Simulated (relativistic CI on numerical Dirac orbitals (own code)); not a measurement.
# Electric-dipole lines of Gd³⁴⁺

Calculated at this level of theory: Dirac-Coulomb-Breit CI, orbitals from a KLI potential per configuration, model QED, unscaled Slater integrals (own radial code, finite nucleus).

Configuration list (outside the closed core [Ar] 3d10): 4s2, 4s.4p, 4p2, 4s.4d, 4d2, 4s.4f, 4p.4d, 4f2, 4p.4f, 4d.4f, 4s.5s, 4s.5p, 4s.5d, 4s.5f, 4s.5g, 4s.6s. Levels of other configurations are missing.

| λ vac (Å) | Lower | Upper | A (s⁻¹) | log gf | S velocity/length |
| --- | --- | --- | --- | --- | --- |
| 20.183 | 4s.4p 3P°_2 [4] | 4s.5d 3D_3 [80] | 2.02e+12 | -0.06 | 0.96 |
| 22.693 | 4s.4d 3D_1 [10] | 4s.5f 3F°_2 [95] | 3.21e+12 | 0.09 | 0.96 |
| 22.840 | 4s.4d 3D_2 [11] | 4s.5f 3F°_3 [96] | 2.25e+12 | 0.09 | 0.96 |
| 23.043 | 4s.4d 3D_3 [12] | 4s.5f 3F°_4 [97] | 3.88e+12 | 0.44 | 0.96 |
| 23.607 | 4s.4d 1D_2 [14] | 4s.5f 1F°_3 [98] | 2.77e+12 | 0.21 | 0.97 |
| 27.862 | 4p.4d 3D°_3 [25] | 4s.5g 1G_4 [102] | 1.90e+12 | 0.30 | 0.96 |
| 28.558 | 4s.4f 3F°_2 [26] | 4s.5g 3G_3 [99] | 7.14e+12 | 0.79 | 0.96 |
| 28.622 | 4s.4f 3F°_3 [27] | 4s.5g 3G_4 [100] | 7.07e+12 | 0.89 | 0.96 |
| 28.718 | 4s.4f 3F°_4 [29] | 4s.5g 3G_5 [101] | 7.33e+12 | 1.00 | 0.96 |
| 29.426 | 4s.4f 1F°_3 [30] | 4s.5g 1G_4 [102] | 5.02e+12 | 0.77 | 0.95 |
| 72.741 | 4s.4p 3P°_0 [2] | 4s.4d 3D_1 [10] | 2.65e+11 | -0.20 | 1.00 |
| 73.344 | 4s.4p 3P°_1 [3] | 4s.4d 3D_2 [11] | 2.07e+11 | -0.08 | 1.00 |
| 73.933 | 4p2 3P_0 [6] | 4p.4d 3D°_1 [16] | 5.18e+11 | 0.10 | 1.01 |
| 75.380 | 4p2 1D_2 [8] | 4p.4d 1F°_3 [20] | 3.70e+11 | 0.34 | 1.01 |
| 75.632 | 4p2 3P_1 [7] | 4p.4d 3D°_2 [19] | 2.07e+11 | -0.05 | 1.01 |
| 75.724 | 4p.4d 3F°_3 [17] | 4d2 1G_4 [38] | 2.58e+11 | 0.30 | 1.03 |
| 75.929 | 4s.4p 3P°_1 [3] | 4p2 3P_2 [9] | 1.95e+11 | -0.07 | 0.99 |
| 77.749 | 4p.4f 3G_3 [31] | 4d.4f 3H°_4 [53] | 3.30e+11 | 0.43 | 1.07 |
| 77.857 | 4p.4d 3D°_1 [16] | 4d2 3F_2 [35] | 4.80e+11 | 0.34 | 1.02 |
| 85.810 | 4p.4d 3F°_2 [15] | 4p.4f 3G_3 [31] | 2.18e+11 | 0.23 | 1.01 |
| 87.072 | 4p.4d 1F°_3 [20] | 4p.4f 3F_4 [45] | 2.12e+11 | 0.34 | 1.02 |
| 87.108 | 4d2 3F_2 [35] | 4d.4f 3G°_3 [60] | 3.48e+11 | 0.44 | 1.04 |
| 87.858 | 4s.4d 3D_1 [10] | 4s.4f 3F°_2 [26] | 2.47e+11 | 0.15 | 1.02 |
| 88.751 | 4p.4d 3D°_2 [19] | 4p.4f 1F_3 [42] | 2.35e+11 | 0.29 | 1.02 |
| 89.495 | 4s.4d 3D_2 [11] | 4s.4f 3F°_3 [27] | 2.21e+11 | 0.27 | 1.01 |
| 91.677 | 4p2 3P_2 [9] | 4p.4d 3D°_3 [25] | 2.58e+11 | 0.36 | 1.00 |
| 92.176 | 4s.4d 3D_3 [12] | 4s.4f 3F°_4 [29] | 3.08e+11 | 0.55 | 1.01 |
| 92.496 | 4s.4p 3P°_2 [4] | 4s.4d 3D_3 [12] | 2.38e+11 | 0.33 | 1.00 |
| 92.508 | 4s.4d 1D_2 [14] | 4s.4f 1F°_3 [30] | 4.85e+11 | 0.64 | 1.02 |
| 93.755 | 4s.4p 1P°_1 [5] | 4s.4d 1D_2 [14] | 4.23e+11 | 0.44 | 1.00 |
| 94.506 | 4p.4d 3F°_4 [21] | 4d2 3F_4 [40] | 1.84e+11 | 0.35 | 0.99 |
| 95.141 | 4p.4d 3D°_3 [25] | 4p.4f 3F_4 [45] | 1.70e+11 | 0.32 | 1.03 |
| 95.360 | 4p2 3P_1 [7] | 4p.4d 3P°_2 [18] | 1.79e+11 | 0.09 | 1.00 |
| 96.033 | 4p.4f 3F_4 [45] | 4d.4f 3G°_5 [67] | 3.77e+11 | 0.76 | 1.07 |
| 96.622 | 4s.4p 3P°_2 [4] | 4s.4d 3D_2 [11] | 1.41e+11 | -0.01 | 1.00 |
| 96.870 | 4p2 1D_2 [8] | 4p.4d 3F°_3 [17] | 1.02e+11 | 0.00 | 1.00 |
| 97.617 | 4d.4f 3G°_5 [67] | 4f2 3H_6 [85] | 2.89e+11 | 0.73 | 1.11 |
| 98.074 | 4s.4d 3D_2 [11] | 4p.4d 3P°_2 [24] | 1.86e+11 | 0.13 | 0.98 |
| 98.461 | 4s2 1S_0 [1] | 4s.4p 1P°_1 [5] | 2.57e+11 | 0.05 | 0.99 |
| 99.010 | 4p.4f 1G_4 [51] | 4d.4f 1H°_5 [72] | 4.76e+11 | 0.89 | 1.14 |
| 101.00 | 4d.4f 1H°_5 [72] | 4f2 1I_6 [90] | 3.17e+11 | 0.80 | 1.20 |
| 101.08 | 4p.4f 3G_5 [44] | 4d.4f 3H°_6 [59] | 1.91e+11 | 0.58 | 1.10 |
| 101.65 | 4s.4p 3P°_1 [3] | 4p2 1D_2 [8] | 8.07e+10 | -0.20 | 1.00 |
| 102.45 | 4s.4f 1F°_3 [30] | 4p.4f 1G_4 [51] | 3.65e+11 | 0.71 | 1.05 |
| 105.62 | 4s.4f 3F°_4 [29] | 4p.4f 3G_5 [44] | 2.04e+11 | 0.57 | 1.01 |

Terms are leading LS components. Brackets give the number of a level in order of energy, since labels repeat. The list gives strong lines, with weight on those to low levels. Levels whose partners in the same complex of configurations lie outside the list can be far off, and so can their lines. Rates are taken at the computed energies, electric ones in the length gauge. A velocity-to-length ratio far from 1 marks an uncertain rate.

At this charge energies of transitions that change n are usually good to better than 1 %, and those within a shell (Δn = 0) to a few per cent.

LS names give the leading component of a level, which can be under half, so a name can repeat, a term be missing and a line seem to break the LS rules.
